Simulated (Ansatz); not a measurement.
Ansatz (a first-principles code) input (B3LYP/6-31G*):

Ansatz 0.2 input:
```yaml
crystal:
  periodic: [false, false, false]
  atoms:
    - {symbol: C, position_ang: [-1.60525200, 1.39753100, -0.26494600]}
    - {symbol: Si, position_ang: [-0.16168600, 0.21986500, -0.55624600]}
    - {symbol: P, position_ang: [-0.56789100, -1.93893300, 0.02901100]}
    - {symbol: P, position_ang: [1.68750000, 1.05222700, 0.46095600]}
    - {symbol: H, position_ang: [-1.35446700, 2.40829400, -0.59153600]}
    - {symbol: H, position_ang: [-2.49167300, 1.06538300, -0.80689400]}
    - {symbol: H, position_ang: [-1.85277400, 1.43215100, 0.80024300]}
    - {symbol: H, position_ang: [-1.16737700, -1.60178600, 1.27591400]}
    - {symbol: H, position_ang: [-1.81521600, -2.00404600, -0.64816100]}
    - {symbol: H, position_ang: [2.46989200, -0.10654700, 0.22568200]}
    - {symbol: H, position_ang: [1.31258000, 0.64385100, 1.77236800]}
basis:
  gaussian:
    orbitals: 6-31G*
hamiltonian:
  xc: {name: B3LYP}
magnetization: {spin_polarized: true, initial_magnetization: 1}
relax: {f_tol: 0.003, max_steps: 120}
```

Output:

```
Functional definition: B3LYP
integrals: 0.04 GiB planned
926 factors; integrals over basis functions are off by at most 6.0e-4 eV
mean field: 0.57 GiB planned
mean field evaluation 1: about -27600.9588 eV, gradient 3.0e1 eV
mean field evaluation 2: about -27598.6948 eV, gradient 3.5e1 eV
mean field evaluation 4: about -27605.5489 eV, gradient 1.3e0 eV
mean field evaluation 8: about -27605.5689 eV, gradient 2.7e-2 eV
mean field evaluation 16: about -27605.5689 eV, gradient 8.1e-5 eV
mean field -27605.56890286 eV, -1014.4859454534 hartree, gradient 8.1e-5 eV, S^2 0.751891; 0 other end points of the search recorded, 0 dependent functions left out
the calculation of the forces begins
reference -27605.56916456 eV, -1014.4859550708 hartree; 29, 28 occupied and 57, 58 virtual orbitals, 926 factors
relax step   1: F+E_penalty+E_count = -27605.56890286 eV  Δ(F+E_penalty+E_count) = +0.000e0 eV  max|allowed force component| = 2.000e-1 eV/Å  Δτ_max = 0.0000 Å  (28 SCF iters, accepted)
these checks for a lower state are left out or cut short: starts, cluster_reference, orbital_swaps, neighbouring_geometries, increment
integrals: 0.04 GiB planned
926 factors; integrals over basis functions are off by at most 5.9e-4 eV
mean field: 0.57 GiB planned
mean field -27605.57969668 eV, -1014.4863421189 hartree, gradient 9.1e-6 eV, S^2 0.751924; 0 other end points of the search recorded, 0 dependent functions left out
the calculation of the forces begins
reference -27605.57996081 eV, -1014.4863518255 hartree; 29, 28 occupied and 57, 58 virtual orbitals, 926 factors
relax step   2: F+E_penalty+E_count = -27605.57969668 eV  Δ(F+E_penalty+E_count) = -1.079e-2 eV  max|allowed force component| = 1.399e-1 eV/Å  Δτ_max = 0.0686 Å  (31 SCF iters, accepted)
these checks for a lower state are left out or cut short: starts, cluster_reference, orbital_swaps, neighbouring_geometries, increment
integrals: 0.04 GiB planned
926 factors; integrals over basis functions are off by at most 6.0e-4 eV
mean field: 0.57 GiB planned
mean field -27605.58332083 eV, -1014.4864753040 hartree, gradient 9.0e-6 eV, S^2 0.751924; 0 other end points of the search recorded, 0 dependent functions left out
the calculation of the forces begins
reference -27605.58358510 eV, -1014.4864850159 hartree; 29, 28 occupied and 57, 58 virtual orbitals, 926 factors
relax step   3: F+E_penalty+E_count = -27605.58332083 eV  Δ(F+E_penalty+E_count) = -3.624e-3 eV  max|allowed force component| = 4.577e-2 eV/Å  Δτ_max = 0.0217 Å  (27 SCF iters, accepted)
these checks for a lower state are left out or cut short: starts, cluster_reference, orbital_swaps, neighbouring_geometries, increment
integrals: 0.04 GiB planned
926 factors; integrals over basis functions are off by at most 6.0e-4 eV
mean field: 0.57 GiB planned
mean field evaluation 32: about -27605.5837 eV, gradient 2.8e-4 eV
mean field -27605.58370340 eV, -1014.4864893631 hartree, gradient 1.8e-5 eV, S^2 0.751931; 0 other end points of the search recorded, 0 dependent functions left out
the calculation of the forces begins
reference -27605.58396777 eV, -1014.4864990785 hartree; 29, 28 occupied and 57, 58 virtual orbitals, 926 factors
relax step   4: F+E_penalty+E_count = -27605.58370340 eV  Δ(F+E_penalty+E_count) = -3.826e-4 eV  max|allowed force component| = 2.341e-2 eV/Å  Δτ_max = 0.0066 Å  (26 SCF iters, accepted)
these checks for a lower state are left out or cut short: starts, cluster_reference, orbital_swaps, neighbouring_geometries, increment
integrals: 0.04 GiB planned
926 factors; integrals over basis functions are off by at most 6.0e-4 eV
mean field: 0.57 GiB planned
mean field -27605.58453159 eV, -1014.4865197986 hartree, gradient 7.1e-6 eV, S^2 0.751947; 0 other end points of the search recorded, 0 dependent functions left out
the calculation of the forces begins
reference -27605.58479665 eV, -1014.4865295393 hartree; 29, 28 occupied and 57, 58 virtual orbitals, 926 factors
relax step   5: F+E_penalty+E_count = -27605.58453159 eV  Δ(F+E_penalty+E_count) = -8.282e-4 eV  max|allowed force component| = 1.973e-2 eV/Å  Δτ_max = 0.0510 Å  (30 SCF iters, accepted)
these checks for a lower state are left out or cut short: starts, cluster_reference, orbital_swaps, neighbouring_geometries, increment
integrals: 0.04 GiB planned
926 factors; integrals over basis functions are off by at most 6.0e-4 eV
mean field: 0.57 GiB planned
mean field -27605.58485673 eV, -1014.4865317473 hartree, gradient 7.6e-6 eV, S^2 0.751968; 0 other end points of the search recorded, 0 dependent functions left out
the calculation of the forces begins
reference -27605.58512250 eV, -1014.4865415144 hartree; 29, 28 occupied and 57, 58 virtual orbitals, 926 factors
relax step   6: F+E_penalty+E_count = -27605.58485673 eV  Δ(F+E_penalty+E_count) = -3.251e-4 eV  max|allowed force component| = 5.683e-2 eV/Å  Δτ_max = 0.0622 Å  (29 SCF iters, accepted)
these checks for a lower state are left out or cut short: starts, cluster_reference, orbital_swaps, neighbouring_geometries, increment
integrals: 0.04 GiB planned
926 factors; integrals over basis functions are off by at most 5.9e-4 eV
mean field: 0.57 GiB planned
mean field -27605.58499066 eV, -1014.4865366693 hartree, gradient 1.2e-5 eV, S^2 0.751963; 0 other end points of the search recorded, 0 dependent functions left out
the calculation of the forces begins
reference -27605.58525651 eV, -1014.4865464389 hartree; 29, 28 occupied and 57, 58 virtual orbitals, 926 factors
relax step   7: F+E_penalty+E_count = -27605.58499066 eV  Δ(F+E_penalty+E_count) = -1.339e-4 eV  max|allowed force component| = 5.404e-2 eV/Å  Δτ_max = 0.0108 Å  (26 SCF iters, accepted)
these checks for a lower state are left out or cut short: starts, cluster_reference, orbital_swaps, neighbouring_geometries, increment
integrals: 0.04 GiB planned
926 factors; integrals over basis functions are off by at most 5.9e-4 eV
mean field: 0.57 GiB planned
mean field -27605.58519136 eV, -1014.4865440447 hartree, gradient 1.8e-5 eV, S^2 0.751955; 0 other end points of the search recorded, 0 dependent functions left out
the calculation of the forces begins
reference -27605.58545744 eV, -1014.4865538230 hartree; 29, 28 occupied and 57, 58 virtual orbitals, 926 factors
relax step   8: F+E_penalty+E_count = -27605.58519136 eV  Δ(F+E_penalty+E_count) = -2.007e-4 eV  max|allowed force component| = 1.021e-2 eV/Å  Δτ_max = 0.0228 Å  (26 SCF iters, accepted)
these checks for a lower state are left out or cut short: starts, cluster_reference, orbital_swaps, neighbouring_geometries, increment
integrals: 0.04 GiB planned
926 factors; integrals over basis functions are off by at most 5.9e-4 eV
mean field: 0.57 GiB planned
mean field evaluation 64: about -27605.5852 eV, gradient 1.9e-4 eV
mean field -27605.58522976 eV, -1014.4865454560 hartree, gradient 2.6e-5 eV, S^2 0.751954; 0 other end points of the search recorded, 0 dependent functions left out
the calculation of the forces begins
reference -27605.58549580 eV, -1014.4865552326 hartree; 29, 28 occupied and 57, 58 virtual orbitals, 926 factors
relax step   9: F+E_penalty+E_count = -27605.58522976 eV  Δ(F+E_penalty+E_count) = -3.840e-5 eV  max|allowed force component| = 3.971e-3 eV/Å  Δτ_max = 0.0075 Å  (24 SCF iters, accepted)
these checks for a lower state are left out or cut short: starts, cluster_reference, orbital_swaps, neighbouring_geometries, increment
integrals: 0.04 GiB planned
926 factors; integrals over basis functions are off by at most 5.9e-4 eV
mean field: 0.57 GiB planned
mean field -27605.58524443 eV, -1014.4865459951 hartree, gradient 1.4e-5 eV, S^2 0.751952; 0 other end points of the search recorded, 0 dependent functions left out
the calculation of the forces begins
reference -27605.58551051 eV, -1014.4865557732 hartree; 29, 28 occupied and 57, 58 virtual orbitals, 926 factors
relax step  10: F+E_penalty+E_count = -27605.58524443 eV  Δ(F+E_penalty+E_count) = -1.467e-5 eV  max|allowed force component| = 5.456e-3 eV/Å  Δτ_max = 0.0129 Å  (26 SCF iters, accepted)
these checks for a lower state are left out or cut short: starts, cluster_reference, orbital_swaps, neighbouring_geometries, increment
integrals: 0.04 GiB planned
926 factors; integrals over basis functions are off by at most 5.9e-4 eV
mean field: 0.57 GiB planned
mean field -27605.58524921 eV, -1014.4865461706 hartree, gradient 1.7e-5 eV, S^2 0.751952; 0 other end points of the search recorded, 0 dependent functions left out
the calculation of the forces begins
reference -27605.58551535 eV, -1014.4865559511 hartree; 29, 28 occupied and 57, 58 virtual orbitals, 926 factors
relax step  11: F+E_penalty+E_count = -27605.58524921 eV  Δ(F+E_penalty+E_count) = -4.777e-6 eV  max|allowed force component| = 3.378e-3 eV/Å  Δτ_max = 0.0074 Å  (25 SCF iters, accepted)
these checks for a lower state are left out or cut short: starts, cluster_reference, orbital_swaps, neighbouring_geometries, increment
integrals: 0.04 GiB planned
926 factors; integrals over basis functions are off by at most 5.9e-4 eV
mean field: 0.57 GiB planned
mean field -27605.58525146 eV, -1014.4865462535 hartree, gradient 4.3e-5 eV, S^2 0.751953; 0 other end points of the search recorded, 0 dependent functions left out
the calculation of the forces begins
reference -27605.58551758 eV, -1014.4865560333 hartree; 29, 28 occupied and 57, 58 virtual orbitals, 926 factors
relax step  12: F+E_penalty+E_count = -27605.58525146 eV  Δ(F+E_penalty+E_count) = -2.255e-6 eV  max|allowed force component| = 2.337e-3 eV/Å  Δτ_max = 0.0029 Å  (21 SCF iters, accepted)
integrals: 0.04 GiB planned
926 factors; integrals over basis functions are off by at most 5.9e-4 eV
mean field: 0.57 GiB planned
mean field evaluation 96: about -27605.5853 eV, gradient 3.0e-3 eV
mean field -27605.58525146 eV, -1014.4865462535 hartree, gradient 4.3e-5 eV, S^2 0.751953; 1 other end points of the search recorded, 0 dependent functions left out
the calculation of the forces begins
reference -27605.58551758 eV, -1014.4865560333 hartree; 29, 28 occupied and 57, 58 virtual orbitals, 926 factors
Total energy: -27605.58551758 eV, -1014.4865560333 hartree
Atom 0 at    -1.616896     1.409334    -0.251704 Å, force    -0.000541    -0.000202     0.002337 eV/Å
Atom 1 at    -0.166721     0.205599    -0.508248 Å, force    -0.000825     0.000187    -0.000467 eV/Å
Atom 2 at    -0.600369    -1.965877     0.093300 Å, force    -0.001377     0.000163     0.001282 eV/Å
Atom 3 at     1.714931     1.077959     0.453495 Å, force     0.000482    -0.000335     0.000946 eV/Å
Atom 4 at    -1.350394     2.413224    -0.600340 Å, force    -0.000292     0.000148    -0.001203 eV/Å
Atom 5 at    -2.500562     1.075583    -0.805813 Å, force     0.000820     0.000706    -0.000263 eV/Å
Atom 6 at    -1.889025     1.477239     0.809783 Å, force     0.000392    -0.000730    -0.000790 eV/Å
Atom 7 at    -1.359304    -1.646025     1.262858 Å, force     0.000904    -0.000360    -0.001405 eV/Å
Atom 8 at    -1.763546    -2.092778    -0.723568 Å, force     0.000798     0.000088     0.000330 eV/Å
Atom 9 at     2.542681    -0.045966     0.173384 Å, force    -0.000443     0.000101    -0.000037 eV/Å
Atom 10 at     1.442841     0.659697     1.793244 Å, force     0.000080     0.000234    -0.000730 eV/Å
Dipole moment:    -0.330118     0.083487     0.068898 e Å
```

The geometry given is a B3LYP-D3(BJ)/def2-TZVP minimum.
